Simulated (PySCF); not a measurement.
These compounds are isomers of formula C5H8F2O2Si.

A. `O=C[C@H]1COC[SiH2]C1(F)F`
B. `O=C1CC[C@@H]1O[SiH2]C(F)F`
C. SMILES CCC(=O)/C(=C\F)O[SiH2]F
D. `O=C[C@@]1(F)O[C@H](F)CC[SiH2]1`

Spectrum 1. ¹H NMR (300 MHz, computed): δ 6.42 (m, 1H), 5.47 (m, 1H), 5.21 (m, 1H), 4.71 (m, 1H), 2.88 (m, 1H), 2.85 (m, 1H), 2.41 (m, 1H), 1.98 (m, 1H). ¹³C{¹H} NMR (computed): δ 215.4 (C), 127.3 (CH), 85.0 (CH), 40.5 (CH2), 22.8 (CH2).

Spectrum 2. ¹H NMR (300 MHz, computed): δ 7.99 (m, 1H), 5.17 (m, 2H), 2.89 (q, 2H), 1.30 (t, 3H). ¹³C{¹H} NMR (computed): δ 203.5 (C), 162.3 (CH), 146.5 (C), 39.0 (CH2), 9.0 (CH3).

Spectrum 3. ¹H NMR (300 MHz, computed): δ 10.18 (m, 1H), 6.11 (m, 1H), 4.15 (m, 1H), 4.09 (m, 1H), 2.37 (m, 1H), 1.81 (m, 1H), 1.77 (m, 1H), 0.91 (m, 1H). ¹³C{¹H} NMR (computed): δ 205.9 (CH), 116.3 (C), 110.2 (CH), 30.0 (CH2), -0.3 (CH2).

Spectrum 4. ¹H NMR (300 MHz, computed): δ 10.20 (m, 1H), 4.88 (m, 1H), 4.23 (m, 1H), 4.19 (m, 1H), 4.02 (m, 1H), 3.82 (m, 1H), 3.76 (m, 1H), 3.15 (m, 1H). ¹³C{¹H} NMR (computed): δ 210.3 (CH), 133.1 (C), 69.1 (CH2), 63.3 (CH), 59.1 (CH2).

Level of theory: shieldings: GIAO PBE0/pcSseg-1, GFN2-xTB structure, in PySCF (isolated molecule, rapidly exchanging positions averaged, single conformer, non-relativistic Hamiltonian).

Chemical shifts δ = σref − σ; TMS for ¹H, ¹³C, all at this level. Splittings of carbon signals by F and P are missing where no couplings were computed. Where no couplings were computed, multiplicities follow the n + 1 count of equivalent neighbours, and m marks all less simple cases (inequivalent or close neighbours, rings, F or P nearby). Shifts are as computed. Against solution values, carbons near 30 ppm lie about +3 ppm off and those near 130 ppm about +5 ppm. Of 1309 compounds with measured shifts, 239 miss one by over three times the rms of a fit or turn the order of signals round; such compounds aren't used in these exercises.

Problem. Which spectrum belongs to which compound?

Solution. 1–B, 2–C, 3–D, 4–A.

- Spectrum 1 (B): 5 ¹³C signals; δC 215.4 is a ketone carbonyl carbon; δC 127.3 is an sp3 CH bonded to 2 F and Si.
- Spectrum 2 (C): 5 ¹³C signals; δC 203.5 is a ketone carbonyl carbon; δC 162.3 is a β carbon of a C=C–C=O unit.
- Spectrum 3 (D): 5 ¹³C signals; δC 205.9 is an aldehyde carbonyl carbon; δC 116.3 is a fully substituted sp3 carbon bonded to F and O and Si, α to a carbonyl.
- Spectrum 4 (A): 5 ¹³C signals; δC 210.3 is an aldehyde carbonyl carbon; δC 133.1 is a fully substituted sp3 carbon bonded to 2 F and Si.
